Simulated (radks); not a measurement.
Results of a calculation; reference values are marked as such.
Problem. Species: Dy22+. Configuration: [Kr] 4d8. Code: a radial shooting solver on a logarithmic mesh with Libxc functionals. Model: scalar-relativistic Kohn-Sham, exchange-only LDA, spin-polarised, spherical densities, point nucleus; open shells are filled with parallel spins first (spin-orbit coupling, left out, can overturn this in heavy ions). Some entries of the table are withheld. Estimate them.

| orbital | occ. | eigenvalue (eV) | r(max) (bohr) |
|---|---|---|---|
| 1s up | 1 | -54249.06 | 0.01339 |
| 1s down | 1 | -54248.99 | 0.01339 |
| 2s up | 1 | -9569.145 | 0.07610 |
| 2s down | 1 | -9567.623 | 0.07610 |
| 2p up | 3 | -8565.221 | 0.06171 |
| 2p down | 3 | -8563.964 | 0.06170 |
| 3s up | 1 | -2625.883 | 0.2155 |
| 3s down | 1 | -2624.838 | 0.2155 |
| 3p up | 3 | -2317.699 | 0.2116 |
| 3p down | 3 | -2316.593 | 0.2116 |
| 3d up | 5 | -1922.188 | 0.1727 |
| 3d down | 5 | -1920.780 | 0.1727 |
| 4s up | 1 | (1) | 0.4817 |
| 4s down | 1 | (2) | 0.4816 |
| 4p up | 3 | -874.2886 | 0.4982 |
| 4p down | 3 | -870.5725 | 0.4982 |
| 4d up | 5 | -728.5454 | (3) |
| 4d down | 3 | -724.8707 | (4) |

Solution. 
(1) 4s up eigenvalue (eV): -982.3071
(2) 4s down eigenvalue (eV): -978.5437
(3) 4d up r(max) (bohr): 0.5031
(4) 4d down r(max) (bohr): 0.5031
